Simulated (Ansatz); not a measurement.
Program: Ansatz. Geometries: PBE0-D4/def2-TZVP. ΔE: electronic, gas phase. CCSD(T)/CBS is the MP2 limit (def2-TZVPP, def2-QZVPP) plus CCSD(T) − MP2 in def2-TZVPP, frozen cores. Functionals use def2-TZVPP. B3LYP here is the variant with VWN-RPA as its local correlation; programs differ in this. For As outer-core shells are correlated without core-valence functions, which leaves a few kJ/mol of doubt a bond. Scalar relativity is left out up to krypton. Each species was taken in one conformer, which may not be the lowest.

Consider the formal exchange of groups at the Si–S bond: `C#CSS[SiH2]C` + `[SiH3][AsH2]` → `C[SiH2][SiH2][AsH2]` + `C#CSS`.

(1) Is it downhill or uphill in electronic energy at CCSD(T)/CBS, and by how much? (An estimate is asked.)

(2) What do these levels give: PBE-D4, r2SCAN-D4, PBE0-D4, B3LYP-D4, B2PLYP, PBE, r2SCAN, PBE0, MP2/def2-TZVPP, CCSD/def2-TZVPP, CCSD(T)/def2-TZVPP, MP2/def2-QZVPP? (An estimate is asked.)

Largest T1 diagnostic among the species: 0.014.

## Answers

(1) The calculation gave: Uphill: ΔE = +59.9 kJ/mol.

(2) The calculation gave: PBE-D4 48.6, r2SCAN-D4 56.7, PBE0-D4 51.2, B3LYP-D4 57.2, B2PLYP 60.6, PBE 47.9, r2SCAN 56.7, PBE0 50.8, MP2/def2-TZVPP 66.8, CCSD/def2-TZVPP 56.8, CCSD(T)/def2-TZVPP 57.3, MP2/def2-QZVPP 68.6 kJ/mol.
